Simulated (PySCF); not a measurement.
**Mayer bond orders and bond lengths**

Species: C5H13AlP2.
SMILES with atom numbers: `[CH3:1][C:2]1=[CH:3][CH2:4][P@+:5]([AlH3-:6])([PH2:7])[CH2:8]1` (hydrogens: H9, H10, H11 on C1; H12 on C3; H13, H14 on C4; H15, H16, H17 on Al6; H18, H19 on P7; H20, H21 on C8)

Cartesian coordinates in Å at the PBE0-D3(BJ)/def2-SVP level; atoms count from 1:
```xyz
21
C5H13AlP2 angstrom
C     -2.8901   -1.1271   -0.3523
C     -1.5904   -0.5420    0.0894
C     -1.3799    0.1032    1.2462
C      0.0074    0.5930    1.5410
P      0.9231    0.3768   -0.0572
Al     3.2656   -0.3925   -0.0335
P      0.5101    2.3050   -1.0639
C     -0.3815   -0.7066   -0.7998
H     -2.7918   -2.2102   -0.5342
H     -3.6796   -0.9729    0.3959
H     -3.2204   -0.6753   -1.3026
H     -2.1772    0.2495    1.9812
H      0.0427    1.6423    1.8767
H      0.5063   -0.0063    2.3235
H      3.9110    0.8467    0.7612
H      3.4989   -0.4631   -1.6226
H      3.0598   -1.7757    0.7610
H      1.5599    2.9723   -0.3598
H      1.3589    1.9890   -2.1697
H     -0.5792   -0.4311   -1.8490
H     -0.0256   -1.7525   -0.8094
```

Bond orders from the PBE0/pcSseg-1 density (PySCF). Isolated species at its PBE0-D3(BJ)/def2-SVP geometry (one conformer only).

Question: How far do the computed orders between heavy atoms stray from the drawn ones?

Answer: The largest departure is 0.618, at P5–Al6 (drawn single, 0.382). Drawn single, order below 0.88: P5–Al6 (0.382). The SMILES, with its formal charges, is one Lewis structure only.

Question: Give the Mayer order of every bond, beside its length.

Answer: 
| bond | drawn as | length (Å) | Mayer order |
| --- | --- | --- | --- |
| C1–C2 | single | 1.492 | 1.080 |
| C2–C3 | double | 1.341 | 1.851 |
| C3–C4 | single | 1.500 | 1.023 |
| C4–P5 | single | 1.855 | 0.936 |
| P5–Al6 | single | 2.466 | 0.382 |
| P5–P7 | single | 2.214 | 1.009 |
| P5–C8 | single | 1.851 | 0.934 |
| C8–C2 | single | 1.510 | 1.015 |
| C1–H9 | single | 1.103 | 0.945 |
| C1–H10 | single | 1.099 | 0.959 |
| C1–H11 | single | 1.103 | 0.944 |
| C3–H12 | single | 1.094 | 0.964 |
| C4–H13 | single | 1.102 | 0.925 |
| C4–H14 | single | 1.105 | 0.915 |
| Al6–H15 | single | 1.607 | 0.870 |
| Al6–H16 | single | 1.608 | 0.867 |
| Al6–H17 | single | 1.608 | 0.860 |
| P7–H18 | single | 1.429 | 0.930 |
| P7–H19 | single | 1.429 | 0.929 |
| C8–H20 | single | 1.103 | 0.927 |
| C8–H21 | single | 1.105 | 0.915 |

By pair of heavy elements: C–C: lowest C8–C2 (1.015, 1.510 Å), highest C2–C3 (1.851, 1.341 Å). C–P: all 2 within 0.02 of one another (0.934 to 0.936).

Question: Sum the orders of all bonds at each heavy atom with more than one neighbour and set the sums beside the valence in the SMILES.

Answer: C1 3.928 (drawn 4), C2 3.946 (drawn 4), C3 3.838 (drawn 4), C4 3.799 (drawn 4), P5 3.261 (drawn 4), Al6 2.979 (drawn 4), P7 2.868 (drawn 3), C8 3.791 (drawn 4). Orders between atoms that aren't bonded are not in these sums.

For a closed shell the Mayer order of atoms A and B is Σ (PS)μν (PS)νμ over the basis functions μ on A and ν on B, with P the density and S the overlap matrix.
